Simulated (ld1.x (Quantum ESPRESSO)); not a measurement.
# Configuration tests for titanium (TM)

```json
{
 "Element": "titanium",
 "Generator": "ld1.x (Quantum ESPRESSO) 7.5",
 "Type": "norm-conserving Troullier–Martins (Kleinman–Bylander form)",
 "Functional": "PBEsol",
 "Relativity": "scalar-relativistic",
 "Frozen core": "[Ne]",
 "Valence charge": "12",
 "Reference configuration": "3s2 3p6 3d2 4s2 4p0",
 "Partial waves": "3s (bound): rc 1.20 bohr; 3p (bound): rc 1.40 bohr; 3d (bound): rc 1.30 bohr",
 "Local potential": "all-electron potential smoothed inside 1.30 bohr (lloc = -1)",
 "Core correction": "a·sin(br)/r model core inside 1.00 bohr"
}
```

Occupied shells without a wave of their own: 4s. They enter only through the test configuration that unscreens the potential, and ld1.x also counts them in the model core charge.

Energies are relative to the spin-unpolarised reference configuration 3s2 3p6 3d2 4s2 4p0; without spin polarisation the order of configurations can differ from experiment. The frozen-core shift is the all-electron ΔE with the core orbitals held at their reference shape minus the fully relaxed ΔE.

ld1.x takes every shell without a wave as core, so the model core holds the 4s electrons as well and exchange and correlation see them twice. This cancels in the reference configuration, but the file is broken for other ones, and its errors say nothing about a proper core correction.

```json
{"valence configuration": "3s2 3p6 3d2 4s1 4p0", "charge": "+1", "ΔE all-electron (eV)": "7.359", "error AE − PS (meV)": "-222", "frozen-core shift (meV)": "+0.5"}
{"valence configuration": "3s2 3p6 3d2 4s0 4p0", "charge": "+2", "ΔE all-electron (eV)": "20.830", "error AE − PS (meV)": "-997", "frozen-core shift (meV)": "+1.3"}
{"valence configuration": "3s2 3p6 3d1 4s0 4p0", "charge": "+3", "ΔE all-electron (eV)": "47.726", "error AE − PS (meV)": "-1384", "frozen-core shift (meV)": "-1.4"}
{"valence configuration": "3s2 3p6 3d3 4s1 4p0", "charge": "0", "ΔE all-electron (eV)": "1.102", "error AE − PS (meV)": "-56", "frozen-core shift (meV)": "+2.1"}
{"valence configuration": "3s2 3p6 3d0 4s0 4p0", "charge": "+4", "ΔE all-electron (eV)": "90.970", "error AE − PS (meV)": "-1600", "frozen-core shift (meV)": "-3.0"}
{"valence configuration": "3s2 3p6 3d1 4s2 4p0", "charge": "+1", "ΔE all-electron (eV)": "9.763", "error AE − PS (meV)": "-31", "frozen-core shift (meV)": "-2.2"}
{"valence configuration": "3s2 3p6 3d1 4s2 4p1", "charge": "0", "ΔE all-electron (eV)": "4.697", "error AE − PS (meV)": "-16", "frozen-core shift (meV)": "-2.3"}
```

Levels in the configuration 3s2 3p6 3d0 4s0 4p0:

```
level  all-electron (eV)  pseudo (eV)
   3s           -113.728     -113.886
   3p            -89.303      -89.464
```

A variational frozen-core shift is positive and of second order in the change. This column holds negative values, so the frozen-core run of ld1.x carries numerical noise or an error of first order here, and the column gives no more than the rough size of the effect.
